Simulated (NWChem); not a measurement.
System: HgI, doublet; SMILES [I][Hg]

Here is an NWChem input.

```
start job
memory heap 200 mb stack 900 mb global 1100 mb
geometry units angstroms noautosym nocenter noautoz
  Hg     0.000000     0.000000    -1.111211
  I      0.000000     0.000000     1.714715
end
basis spherical
  * library def2-svp
end
ecp
  I library def2-ecp
  Hg library def2-ecp
end
dft
  odft
  mult 2
  xc xcamb88 1.00 lyp 0.81 vwn_5 0.19 hfexch 1.00
  cam 0.33 cam_alpha 0.19 cam_beta 0.46
  iterations 150
end
tddft
  cis
  nroots 6
end
task tddft energy
```

Parts of the log:

```
             Northwest Computational Chemistry Package (NWChem) 7.3.0
             --------------------------------------------------------

                             Geometry "geometry" -> ""
                             -------------------------

 Output coordinates in angstroms (scale by  1.889725989 to convert to a.u.)

  No.       Tag          Charge          X              Y              Z
 ---- ---------------- ---------- -------------- -------------- --------------
    1 Hg                  80.0000     0.00000000     0.00000000    -1.11121100
    2 I                   53.0000     0.00000000     0.00000000     1.71471500

 Effective nuclear repulsion energy (a.u.)     793.9739171368

                                 NWChem DFT Module
                                 -----------------

 Summary of "ao basis" -> "ao basis" (spherical)
 ------------------------------------------------------------------------------
       Tag                 Description            Shells   Functions and Types
 ---------------- ------------------------------  ------  ---------------------
 Hg                         def2-svp                12       32   6s3p2d1f
 I                          def2-svp                10       26   4s4p2d

            General Information
            -------------------
          SCF calculation type: DFT
          Wavefunction type:  spin polarized.
          No. of atoms     :     2
          No. of electrons :    45
           Alpha electrons :    23
            Beta electrons :    22
          Charge           :     0
          Spin multiplicity:     2
          Use of symmetry is: off; symmetry adaption is: off
          Maximum number of iterations: 150
          AO basis - number of functions:    58
                     number of shells:    22
          Convergence on energy requested:  1.00D-06
          Convergence on density requested:  1.00D-05
          Convergence on gradient requested:  5.00D-04

              XC Information
              --------------
                     Hartree-Fock (Exact) Exchange  1.000
                   CAM-Becke88 Exchange Functional  1.000
                      VWN V Correlation Functional  0.190 local
              Lee-Yang-Parr Correlation Functional  0.810

           Range-Separation Parameters
           ---------------------------
           Alpha           :  0.19
           Beta            :  0.46
           Gamma           :  0.33
           Short-Range HF  :     F

             Grid Information
             ----------------
          Grid used for XC integration:  medium
          Radial quadrature: Mura-Knowles
          Angular quadrature: Lebedev.
          Tag              B.-S. Rad. Rad. Pts. Rad. Cut. Ang. Pts.
          ---              ---------- --------- --------- ---------
          Hg                  1.50      123          10.0       590
          I                   1.40      123          11.0       590
          Grid pruning is: on
          Number of quadrature shells:   246
          Spatial weights used:  Erf1

      Superposition of Atomic Density Guess
      -------------------------------------

 Sum of atomic energies:        -521.27201084

      Non-variational initial energy
      ------------------------------

 Total energy =    -449.244273
 1-e energy   =    -974.741555
 2-e energy   =     431.868283
 HOMO         =      -0.210586
 LUMO         =       0.084659

[...]

                                NWChem TDDFT Module
                                -------------------

            General Information
            -------------------
           No. of orbitals :     116
            Alpha orbitals :      58
             Beta orbitals :      58
        Alpha frozen cores :       0
         Beta frozen cores :       0
     Alpha frozen virtuals :       0
      Beta frozen virtuals :       0
         Spin multiplicity :       2
    Number of AO functions :      58
        Use of symmetry is : off
      Symmetry adaption is : off
         Schwarz screening :  0.10D-07

              XC Information
              --------------
              Hartree-Fock (Exact) Exchange   1.00
            CAM-Becke88 Exchange Functional   1.00
               VWN V Correlation Functional   0.19 local
       Lee-Yang-Parr Correlation Functional   0.81
           Alpha           :  0.19
           Beta            :  0.46
           Gamma           :  0.33

             TDDFT Information
             -----------------
          Calculation type : Tamm-Dancoff TDDFT
         Wavefunction type : Unrestricted
          No. of electrons :      45
           Alpha electrons :      23
            Beta electrons :      22
              No. of roots :       6
          Max subspacesize :    5200
            Max iterations :     100
               Target root :       1
           Target symmetry : none
      Symmetry restriction : off
                 Algorithm : Optimal
        Davidson threshold :  0.10D-03

    6 smallest eigenvalue differences (eV)
--------------------------------------------------------
  No. Spin  Occ  Vir  Irrep   E(Occ)    E(Vir)   E(Diff)
--------------------------------------------------------
    1    2   22   23 a        -0.312    -0.132     4.910
    2    2   21   23 a        -0.312    -0.132     4.910
    3    2   20   23 a        -0.374    -0.132     6.589
    4    1   23   24 a        -0.293     0.006     8.142
    5    1   23   25 a        -0.293     0.006     8.142
    6    2   22   24 a        -0.312     0.012     8.832
--------------------------------------------------------

  Entering Davidson iterations
  Unrestricted

  Iter   NTrls   NConv    DeltaV     DeltaE      Time
  ----  ------  ------  ---------  ---------  ---------
    1      6       0     0.12E+00   0.10+100        2.7
    2     12       0     0.40E-01   0.24E-01        2.9
    3     18       0     0.11E-01   0.17E-02        2.8
    4     24       0     0.24E-01   0.55E-03        2.9
    5     30       2     0.11E-01   0.12E-02        3.0
    6     34       2     0.40E-02   0.28E-03        2.4
    7     38       3     0.49E-02   0.45E-04        2.4
    8     41       5     0.49E-02   0.69E-04        2.2
    9     42       5     0.74E-02   0.60E-04        1.7
   10     43       5     0.12E-01   0.21E-03        1.8
   11     44       5     0.18E-01   0.31E-03        1.7
   12     45       5     0.16E-01   0.11E-02        1.7
   13     46       5     0.15E-01   0.49E-03        1.8
   14     47       5     0.12E-01   0.46E-03        1.8
   15     48       5     0.66E-02   0.21E-03        1.8
   16     49       5     0.19E-02   0.22E-04        1.8
   17     50       5     0.43E-03   0.18E-05        1.8
   18     51       5     0.49E-03   0.52E-06        1.8
   19     52       5     0.19E-03   0.19E-06        1.8
   20     53       6     0.54E-04   0.15E-07        1.8
  ----  ------  ------  ---------  ---------  ---------
  Convergence criterion met

  Ground state a        -451.163057185587 a.u.
  <S2> =   0.7584

  ----------------------------------------------------------------------------
  Root   1         a              0.042116888 a.u.                1.1461 eV
  <S2> =   0.7707
  ----------------------------------------------------------------------------
     Transition Moments    X  0.08402   Y  0.09308   Z -0.00000
     Dipole Oscillator Strength                    0.0004415036
     Electric Quadrupole                           0.0000000002
     Magnetic Dipole                               0.0000000849
     Total Oscillator Strength                     0.0004415887

     Occ.   22 beta  a   ---  Virt.   23 beta  a       -0.99109
     Occ.   22 beta  a   ---  Virt.   26 beta  a       -0.12240
  ----------------------------------------------------------------------------
  Root   2         a              0.042116889 a.u.                1.1461 eV
  <S2> =   0.7707
  ----------------------------------------------------------------------------
     Transition Moments    X -0.09308   Y  0.08402   Z  0.00000
     Dipole Oscillator Strength                    0.0004415036
     Electric Quadrupole                           0.0000000002
     Magnetic Dipole                               0.0000000849
     Total Oscillator Strength                     0.0004415887

     Occ.   21 beta  a   ---  Virt.   23 beta  a        0.99109
     Occ.   21 beta  a   ---  Virt.   26 beta  a        0.12240
  ----------------------------------------------------------------------------
  Root   3         a              0.130505868 a.u.                3.5512 eV
  <S2> =   0.7554
  ----------------------------------------------------------------------------
     Transition Moments    X  0.00000   Y -0.00000   Z  1.40002
     Dipole Oscillator Strength                    0.1705326791
     Electric Quadrupole                           0.0000000179
     Magnetic Dipole                               0.0000000000
     Total Oscillator Strength                     0.1705326970

[...]
```

Level: CAM-B3LYP/def2-SVP with def2 effective core potentials on I, Hg, spin-unrestricted, TDA. Coordinates come from a PBE0/def2-SVP, spin-unrestricted optimisation. The spin multiplicity was typed, not searched, and may not be the lowest. No stability test was run on the SCF state. def2 effective core potentials on I, Hg; no spin-orbit coupling.
